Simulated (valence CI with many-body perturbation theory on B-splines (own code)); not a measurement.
Energy levels of Rh39+

Level of theory: valence CI with perturbative core correlation (CI+MBPT): four valence electrons over a frozen Dirac-Fock core [He], a basis of 11 s, 11 p, 10 d, 8 f, 5 g, 2 h functions for each j, with the one-electron correlation potential Σ1 (screened to all orders), the two-electron term Σ2, the three-electron term Σ3, Breit, model QED; selected single and double excitations, second order for the rest, scaled by the run's own slope (own B-spline code, finite nucleus).

No measured spectrum was set against this ion. As an estimate, large intervals hold to a few tenths of a per cent, small ones and those within an open d or f shell to about a per cent. Among the levels kept, up to 980 cm⁻¹ of a level comes from second order outside the variational space, and about a tenth of that is noise between levels of different J, which matters for small intervals.

Levels 1 to 45 of 204, with energies above the lowest level, (2s^2 2p1/2^2) J=0. "Leading %" is the weight of the configuration and term that name the level; weights of strongly mixed levels are sums over their largest components and can fall short. In the jj column 3d3/2^4 stands for four electrons in 3d with j = 3/2. Lifetimes count E1, E2, E3, M1 and M2 decay at the calculated energies, and are blank where another channel may lead or the interval is too uncertain; long ones can be off by a factor of two.

| No. | Configuration | Term | J | E (Ry) | Leading % | Leading jj | g | Lifetime |
| --- | --- | --- | --- | --- | --- | --- | --- | --- |
| 1 | 2s2 2p2 | 3P | 0 | 0.00 | 73 | 2s^2 2p1/2^2 (99 %) |  |  |
| 2 | 2s2 2p2 | 3P | 1 | 10.53 | 100 | 2s^2 2p1/2 2p3/2 (100 %) | 1.489 | 49.5 ns |
| 3 | 2s2 2p2 | 1D | 2 | 11.50 | 59 | 2s^2 2p1/2 2p3/2 (99 %) | 1.190 | 50.1 μs |
| 4 | 2s 2p3 | 5S° | 2 | 20.89 | 47 | 2s 2p1/2^2 2p3/2 (92 %) | 1.662 | 138 ps |
| 5 | 2s2 2p2 | 3P | 2 | 22.73 | 59 | 2s^2 2p3/2^2 (98 %) | 1.285 | 26.0 ns |
| 6 | 2s 2p3 | 3D° | 1 | 24.65 | 43 | 2s 2p1/2^2 2p3/2 (95 %) | 1.024 | 4.22 ps |
| 7 | 2s2 2p2 | 1S | 0 | 25.06 | 72 | 2s^2 2p3/2^2 (98 %) |  | 17.5 ns |
| 8 | 2s 2p3 | 3D° | 2 | 30.96 | 52 | 2s 2p1/2 2p3/2^2 (94 %) | 1.496 | 17.7 ps |
| 9 | 2s 2p3 | 3D° | 3 | 32.98 | 100 | 2s 2p1/2 2p3/2^2 (100 %) | 1.320 | 19.8 ps |
| 10 | 2s 2p3 | 3P° | 0 | 35.07 | 100 | 2s 2p1/2 2p3/2^2 (100 %) |  | 4.87 ps |
| 11 | 2s 2p3 | 3D° | 1 | 35.85 | 37 | 2s 2p1/2 2p3/2^2 (96 %) | 1.277 | 2.84 ps |
| 12 | 2s 2p3 | 1D° | 2 | 36.58 | 67 | 2s 2p1/2 2p3/2^2 (94 %) | 1.103 | 2.71 ps |
| 13 | 2s 2p3 | 3P° | 1 | 36.97 | 40 | 2s 2p1/2 2p3/2^2 (96 %) | 1.419 | 2.57 ps |
| 14 | 2s 2p3 | 3P° | 2 | 45.91 | 50 | 2s 2p3/2^3 (94 %) | 1.357 | 4.56 ps |
| 15 | 2p4 | 3P | 2 | 48.16 | 72 | 2p1/2^2 2p3/2^2 (98 %) | 1.352 | 2.63 ps |
| 16 | 2s 2p3 | 1P° | 1 | 49.22 | 47 | 2s 2p3/2^3 (96 %) | 1.231 | 1.72 ps |
| 17 | 2p4 | 1S | 0 | 50.72 | 55 | 2p1/2^2 2p3/2^2 (97 %) |  | 2.06 ps |
| 18 | 2p4 | 3P | 1 | 59.22 | 100 | 2p1/2 2p3/2^3 (100 %) | 1.490 | 1.69 ps |
| 19 | 2p4 | 1D | 2 | 60.28 | 73 | 2p1/2 2p3/2^3 (99 %) | 1.122 | 1.94 ps |
| 20 | 2p4 | 3P | 0 | 72.71 | 56 | 2p3/2^4 (98 %) |  | 1.31 ps |
| 21 | 2s2 2p 3s | 3P° | 0 | 245.32 | 99 | 2s^2 2p1/2 3s (99 %) |  | 44.5 fs |
| 22 | 2s2 2p 3s | 3P° | 1 | 245.49 | 68 | 2s^2 2p1/2 3s (99 %) | 1.332 | 34.7 fs |
| 23 | 2s2 2p 3p | 3D | 1 | 248.59 | 72 | 2s^2 2p1/2 3p1/2 (99 %) | 0.660 | 3.09 ps |
| 24 | 2s2 2p 3p | 3P | 0 | 250.25 | 71 | 2s^2 2p1/2 3p1/2 (97 %) |  | 762 fs |
| 25 | 2s2 2p 3p | 3P | 1 | 252.33 | 41 | 2s^2 2p1/2 3p3/2 (89 %) | 1.523 | 334 fs |
| 26 | 2s2 2p 3p | 3D | 2 | 252.65 | 58 | 2s^2 2p1/2 3p3/2 (98 %) | 1.165 | 1.91 ps |
| 27 | 2s 2p2 3s | 5P | 1 | 254.92 | 55 | 2s 2p1/2^2 3s (84 %) | 2.133 | 53.1 fs |
| 28 | 2s2 2p 3d | 3F° | 2 | 255.45 | 74 | 2s^2 2p1/2 3d3/2 (99 %) | 0.758 | 30.5 fs |
| 29 | 2s 2p2 3s | 3P | 0 | 256.12 | 75 | 2s 2p1/2^2 3s (93 %) |  | 47.1 fs |
| 30 | 2s2 2p 3d | 3D° | 1 | 256.53 | 50 | 2s^2 2p1/2 3d3/2 (93 %) | 0.845 | 3.51 fs |
| 31 | 2s2 2p 3s | 3P° | 2 | 256.77 | 40 | 2s^2 2p1/2 3d5/2 (58 %) | 1.363 | 6.53 fs |
| 32 | 2s2 2p 3d | 3F° | 3 | 257.15 | 51 | 2s^2 2p1/2 3d5/2 (98 %) | 1.110 | 6.19 fs |
| 33 | 2s2 2p 3s | 3P° | 2 | 257.39 | 58 | 2s^2 2p3/2 3s (58 %) | 1.400 | 18.4 fs |
| 34 | 2s2 2p 3s | 1P° | 1 | 257.48 | 66 | 2s^2 2p3/2 3s (95 %) | 1.148 | 29.9 fs |
| 35 | 2s 2p2 3p | 5D° | 0 | 258.14 | 58 | 2s 2p1/2^2 3p1/2 (93 %) |  | 375 fs |
| 36 | 2s 2p2 3p | 5D° | 1 | 258.31 | 30 | 2s 2p1/2^2 3p1/2 (86 %) | 1.481 | 67.4 fs |
| 37 | 2s2 2p 3p | 3P | 1 | 261.01 | 52 | 2s^2 2p3/2 3p1/2 (95 %) | 1.434 | 732 fs |
| 38 | 2s2 2p 3p | 3D | 2 | 261.21 | 40 | 2s^2 2p3/2 3p1/2 (95 %) | 1.194 | 1.13 ps |
| 39 | 2s 2p2 3p | 5P° | 2 | 261.96 | 28 | 2s 2p1/2^2 3p3/2 (91 %) | 1.575 | 296 fs |
| 40 | 2s 2p2 3p | 3D° | 1 | 262.28 | 40 | 2s 2p1/2^2 3p3/2 (92 %) | 1.064 | 13.5 fs |
| 41 | 2s2 2p 3p | 3D | 3 | 263.65 | 90 | 2s^2 2p3/2 3p3/2 (90 %) | 1.335 | 839 fs |
| 42 | 2s 2p2 3s | 5P | 2 | 263.72 | 84 | 2s 2p1/2 2p3/2 3s (93 %) | 1.740 | 51.2 fs |
| 43 | 2s2 2p 3p | 1P | 1 | 263.75 | 47 | 2s^2 2p3/2 3p3/2 (94 %) | 1.392 | 820 fs |
| 44 | 2s 2p2 3d | 5F | 1 | 264.71 | 50 | 2s 2p1/2^2 3d3/2 (93 %) | 0.392 | 49.6 fs |
| 45 | 2s2 2p 3p | 3P | 2 | 264.92 | 49 | 2s^2 2p3/2 3p3/2 (84 %) | 1.305 | 176 fs |

The ionisation energy to 2s2 2p 2P°_1/2 of the next ion comes out as 5950.5 eV (NIST: 5940 ± 7 eV (semi-empirical)). All 204 levels together are meant to be complete up to 300.47 Ry.
